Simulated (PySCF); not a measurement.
ZrFH3, SMILES [ZrH3][F], multiplicity 1.

Coordinates come from a PBE0-D3(BJ)/def2-TZVP optimisation. The multiplicity is an assumed one; no other spin state was optimised. The structure was generated by enumeration; whether it is a known compound was not checked. The def2 effective core potentials stand for the cores of Zr; spin–orbit coupling is left out.

All values below come from PBE0-D3(BJ)/def2-TZVP (PySCF 2.14.0).

Frequencies are harmonic and unscaled.

Modes within 1.5 cm⁻¹ of each other (mostly degenerate sets) share a row, with their intensities summed.

**Question.** Give all harmonic wavenumbers and intensities. (An estimate is asked for; the answer gives what the named calculation found.)

**Answer.** 
| mode | ν (cm⁻¹) | IR (km/mol) | Raman (Å⁴/amu) | depolarisation | moving atoms (share of kinetic energy) |
|---|---|---|---|---|---|
| 1–2 | 404 | 109.6 | 17.2 | 0.75 | H 89 % |
| 3 | 526 | 147.2 | 11.5 | 0.74 | H 84 %, F 15 % |
| 4–5 | 615 | 175.2 | 127.1 | 0.75 | H 99 % |
| 6 | 718 | 310.9 | 1.1 | 0.52 | F 68 %, Zr 19 %, H 13 % |
| 7–8 | 1692 | 1061.4 | 128.5 | 0.75 | H 98 % |
| 9 | 1741 | 99.1 | 310.4 | 0.02 | H 100 % |
